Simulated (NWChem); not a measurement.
Polarisability of ClTl

```xyz
2

Tl     0.0000     0.0000    -0.4371
Cl     0.0000     0.0000     2.0825
```
Charge 0, spin multiplicity 1.

The numbers come from NWChem runs, not from measurements. The geometry was optimised at PBE0/def2-SVP with def2 effective core potentials on Tl, a minimum by its harmonic frequencies.

Basis set: def2-SVPD. Static limit.

Effective core potentials replace the inner electrons of Tl; spin-orbit coupling is left out. The correlated methods keep 9 core orbitals frozen. B3LYP has NWChem's definition, with VWN1-RPA local correlation. The structure started from a generated list of species. Coupled-cluster values serve here as a point of comparison, not as the truth.

**Question.** Order these methods by the isotropic polarisability they give, lowest first: B3LYP, PBE, HF, CCSD linear response, LDA (SVWN5).

**Answer.** HF (53.60 bohr³), B3LYP (54.39 bohr³), LDA (SVWN5) (54.97 bohr³), PBE (55.51 bohr³), CCSD linear response (56.54 bohr³)
